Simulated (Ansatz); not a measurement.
A structure relaxed at PBE0/def2-SVP in Ansatz, charge 0, singlet:

```xyz
12

Li   -0.578    2.289    0.639
Li   -2.385   -2.016   -1.679
Li   -3.291    1.072   -1.070
Li    1.423   -1.629   -1.176
Li    1.032   -0.077    1.695
Li    1.927    1.177   -0.556
Li   -0.574    0.618   -2.761
Li   -0.541   -2.700    0.852
Li   -2.547   -0.316    1.560
Li    3.819   -0.634    0.908
Li   -0.878   -0.255   -0.394
Li    2.592    2.472    1.983
```

Question: Give its formula.

Answer: Li12 (the lowest singlet isomer of a short search).

Question: Summarise the bond lengths by kind (pairs closer than 1.2 times the sum of covalent radii, bridged metal pairs left out).

Answer: 18 × Li–Li 2.54 to 3.06 Å.

The restricted singlet is unstable towards broken spin symmetry in Hartree–Fock (as tested in another run); at PBE0/def2-SVP this wasn't settled. The structure comes from a short search, and lower isomers may exist.
